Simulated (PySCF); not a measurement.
ClF2In, SMILES [In]([Cl])([F])[F] (PBE0/def2-SVP optimised geometry):

```
4

In    -0.366    -0.124     0.000
F      1.572    -0.124     0.000
F     -1.258    -1.844    -0.005
Cl    -1.572     1.844     0.000
```

Computed with PySCF 2.14.0 with PBE0/def2-TZVP, def2 effective core potentials past Kr.

What are the frontier orbital energies and the dipole moment?

HOMO-2 -10.73 eV, HOMO-1 -9.98 eV, HOMO -9.84 eV, LUMO -3.37 eV, LUMO+1 -1.66 eV; dipole moment 0.96 D.

On the same geometry PySCF with PBE/def2-TZVP, def2 effective core potentials past Kr gives HOMO-2 -8.96 eV, HOMO-1 -8.51 eV, HOMO -8.36 eV, LUMO -4.27 eV, LUMO+1 -2.39 eV; dipole moment 0.90 D.
